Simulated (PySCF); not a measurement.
Two species compared at the same levels of theory.

First species: C4HClNPS.
SMILES with atom numbers: `[N:1]#[C:2][c:3]1[p:4][cH:5][s:6][c:7]1[Cl:8]` (hydrogens: H9 on C5)

Cartesian coordinates in Å at the GFN2-xTB level; atoms count from 1:
```xyz
9
C4HClNPS angstrom
N     -2.958   -1.236    0.261
C     -1.886   -0.840    0.166
C     -0.565   -0.373    0.050
P      0.814   -1.507   -0.044
C      1.938   -0.234   -0.158
S      1.389    1.392   -0.140
C     -0.273    0.965    0.004
Cl    -1.446    2.214    0.079
H      3.001   -0.375   -0.243
```

Second species: C2H9NOSi2.
Z-matrix (Å and degrees, GFN2-xTB geometry), rows numbered from 1:
```
C 
C   1  1.3232
Si  2  1.8861  1  125.36
N   3  1.7269  2  105.96  1   -15.47
Si  3  2.3023  2  114.31  1   101.26
O   5  1.6333  3  110.76  2    70.93
H   1  1.0806  2  122.94  3  -178.24
H   1  1.0781  2  121.29  3     1.76
H   2  1.0844  1  117.96  3   177.84
H   3  1.4940  2  103.69  1  -134.75
H   4  1.0065  3  119.45  2   172.40
H   4  1.0072  3  118.68  2   -49.11
H   5  1.4598  3  117.65  2   -42.20
H   5  1.4757  3  112.02  2  -168.33
H   6  0.9522  5  122.64  3    55.38
```

Levels: B3LYP/def2-SVPD for dipole moment, HOMO energy, LUMO energy, HOMO–LUMO gap, static isotropic polarisability and electronic spatial extent ⟨r²⟩ about the centre of nuclear charge; TDDFT B3LYP/def2-SVPD for lowest singlet excitation; TDA B3LYP/def2-SVPD for lowest triplet excitation (Tamm–Dancoff); GFN2-xTB for rotational constant A and rotational constant C. Geometries: GFN2-xTB. All species are isolated and taken at one optimised geometry, non-relativistic unless stated; the electronic structure was computed with PySCF and density fitting.

Dipoles, sizes and rotational constants follow the conformer. The torsions of the flexible species, by atom-mapped SMILES:
- `[CH2:1]=[CH:2][Si@@H:3]([NH2:4])[SiH2:5][OH:6]`: C1–C2–Si3–N4 -15°, C2–Si3–Si5–O6 71°, H–N4–Si3–C2 172°, H–N4–Si3–C2 -49°, H–O6–Si5–Si3 55°

Question: Which has the higher LUMO energy?

Answer: The second: -0.96 eV against -2.47 eV, a difference of 1.51 eV.

Question: Which of the two has the higher rotational constant C, and by how much?

Answer: The second: 1.083 GHz against 0.714 GHz, a difference of 0.369 GHz.

Question: Which has the higher HOMO energy?

Answer: The second: -7.00 eV against -7.45 eV, a difference of 0.45 eV.

Question: Which has the higher dipole moment?

Answer: The first: 4.94 D against 2.01 D, a difference of 2.93 D.

Question: Which of the two has the higher T1 energy, and by how much?

Answer: The second: 4.27 eV against 3.02 eV, a difference of 1.25 eV.

Question: Which has the higher ⟨r²⟩?

Answer: The first: 1419 bohr² against 1144 bohr², a difference of 275 bohr².

Question: Which has the higher static isotropic polarisability?

Answer: The first: 106.6 au against 92.6 au, a difference of 14.0 au.

Question: Which of the two has the higher S1 energy, and by how much?

Answer: The second: 5.13 eV against 4.60 eV, a difference of 0.53 eV.

On the first: In atomic units the dipole is 1.94 e·bohr (1 au = 2.5417 D). The polarisability is 15.79 Å³ as a volume (1 au = 0.148185 Å³), or 1.33 au for each of the 80 electrons.

On the second: No computed singlet falls in the visible range (750 to 380 nm, 1.65 to 3.26 eV); S1 lies 1.87 eV above its blue end.
